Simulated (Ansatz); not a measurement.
Basis-set series for CH8AlCl2NSi (`[CH3][Al-]([Cl])([Cl])[NH2+][SiH3]`). Total charge 0; spin multiplicity 1. The structure was optimised at the PBE0-D4/def2-TZVP level. It is one conformer, not always the lowest.

| functional | basis | functions | energy (Eh) | HOMO (eV) | LUMO (eV) |
| --- | --- | --- | --- | --- | --- |
| PBE0-D4 | def2-SVP | 140 | -1549.03414 | -7.81 | -0.48 |
| PBE0-D4 | def2-TZVPP | 342 | -1549.64853 | -7.95 | -0.87 |
| ωB97M-V | def2-SVP | 140 | -1549.54285 | -10.00 | 1.33 |
| ωB97M-V | def2-TZVPP | 342 | -1550.15978 | -10.17 | 0.74 |

(1) Give the rows for def2-QZVPP. (An estimate is asked.)

## Answers

(1) Ansatz gave: 
```tsv
functional	basis	functions	energy (Eh)	HOMO (eV)	LUMO (eV)
PBE0-D4	def2-QZVPP	634	-1549.69919	-7.98	-1.01
ωB97M-V	def2-QZVPP	634	-1550.20779	-10.21	0.41
```

Positive LUMOs are unbound and depend on the basis.
